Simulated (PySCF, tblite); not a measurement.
Isomers of C5H6FO2 (doublet state), one GFN2-xTB conformer each. Single-point energies are computed at B3LYP/pcH-1 (PySCF, gas phase, no added dispersion term), electronic only. GFN2-xTB treats the open shell by occupation alone, and not every SCF solution was tested for stability.

| SMILES | GFN2-xTB relative energy (kJ/mol) |
| --- | --- |
| CO[C]1C=C(F)OC1 | 0.0 |
| COC1=CO[C](F)C1 | 39.2 |

Conformers: `[CH3:1][O:2][C:3]1[CH:4]=[C:5]([F:6])[O:7][CH2:8]1` (doublet state) with C1–O2–C3–C4 0°; `[CH3:1][O:2][C:3]1=[CH:4][O:5][C:6]([F:7])[CH2:8]1` (doublet state) with C1–O2–C3–C4 0°.

What does B3LYP/pcH-1 give for the same structures?

| SMILES | B3LYP/pcH-1 E (Eh) | B3LYP/pcH-1 (kJ/mol) | GFN2-xTB (kJ/mol) | point group |
| --- | --- | --- | --- | --- |
| CO[C]1C=C(F)OC1 | -444.36243 | 0.0 | 0.0 | Cs |
| COC1=CO[C](F)C1 | -444.35029 | 31.9 | 39.2 | C1 |

Both levels put the same isomer lowest. 

What happens when harmonic zero-point energies from GFN2-xTB frequencies are added?

| SMILES | ZPE (kJ/mol) | electronic (kJ/mol) | with ZPE (kJ/mol) |
| --- | --- | --- | --- |
| CO[C]1C=C(F)OC1 | 264.4 | 0.0 | 0.0 |
| COC1=CO[C](F)C1 | 264.9 | 31.9 | 32.4 |

The zero-point energies span 0.5 kJ/mol. The order is unchanged.
